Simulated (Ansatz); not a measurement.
AlFH$_{3}$PSi, SMILES `[F][Al]1[SiH2][PH]1`, relaxed with RKS PBE0-D4/def2-TZVP in Ansatz from a PBE-D4/def2-SVP geometry. The force threshold is 0.005 eV/Å; the program also tests the step.

Total charge 0; spin multiplicity 1.

Start:

```xyz
7

F    -2.650    0.770    1.187
Al   -1.275    0.337    0.334
Si    0.976    0.548   -0.256
P    -0.318   -1.413   -0.824
H     2.242    0.277    0.514
H     1.295    1.243   -1.553
H    -0.271   -1.761    0.598
```

| step | energy (eV) | largest force (eV/Å) | largest move (Å) |
| --- | --- | --- | --- |
| 1 | -26520.0342 | 0.895 | 0.000 |
| 2 | -26520.0650 | 0.562 | 0.025 |
| 3 | -26520.0728 | 0.100 | 0.017 |
| 4 | -26520.0730 | 0.024 | 0.015 |
| 5 | -26520.0732 | 0.010 | 0.006 |
| 6 | -26520.0732 | 0.005 | 0.002 |
| 7 | -26520.0733 | 0.003 | 0.003 |

End:

```xyz
7

F    -2.642    0.769    1.143
Al   -1.262    0.349    0.361
Si    0.972    0.520   -0.256
P    -0.316   -1.383   -0.804
H     2.232    0.271    0.493
H     1.266    1.235   -1.526
H    -0.249   -1.760    0.589
```

It took 30 s on 2 threads of an Arm Neoverse V1 on a shared host, with 0.37 GiB of host memory at the peak.
